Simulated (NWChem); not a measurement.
[SiH2](Cl)CC (C₂H₇ClSi), optimised at PBE0/def2-SVP with NWChem:

- highest occupied level (eV): -8.37
- orbital gap (eV): 9.14
- dipole (D): 1.95
- highest harmonic frequency (cm⁻¹): 3153
- zero-point energy (kcal/mol): 52.9

All stand in one matching conformer (torsions within 35°), which need not be the lowest.

**Question.** One C atom is replaced by Si, giving [SiH2]([SiH2]C)Cl (CH₇ClSi₂), optimised at the same level. How do these values move?

**Answer.** 
```json
[
 {"quantity": "highest occupied level (eV)", "new value": "-7.91", "change": "+0.46"},
 {"quantity": "orbital gap (eV)", "new value": "7.69", "change": "-1.45"},
 {"quantity": "dipole (D)", "new value": "1.58", "change": "-0.37"},
 {"quantity": "highest harmonic frequency (cm⁻¹)", "new value": "3174", "change": "+21"},
 {"quantity": "zero-point energy (kcal/mol)", "new value": "45.6", "change": "-7.3"}
]
```
